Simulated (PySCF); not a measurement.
# Electron correlation in Ir⁻ (iridium, charge -1)

[Xe] 4f14 5d8 6s2, high-spin 3F determinant. Calculation: PySCF 2.14, in x2c-TZVPPall with one added diffuse shell each of s, p, d, f type (12s8p8d4f1g, 113 functions); scalar relativity by spin-free X2C-1e. Frozen: [Xe] 4f14; 10 electrons correlated.

MP2 pair energies summed by pair of shells (mhartree):

```tsv
pair	energy	share (%)
5d-5d	-196.73	69.2
5d-6s	-71.77	25.3
6s-6s	-15.64	5.5
```

Total MP2 correlation energy: -284.14 mhartree.

Same-spin part -95.16 and opposite-spin part -188.98 mhartree; SCS-MP2 scales them by 1/3 and 6/5 to -258.49 mhartree.
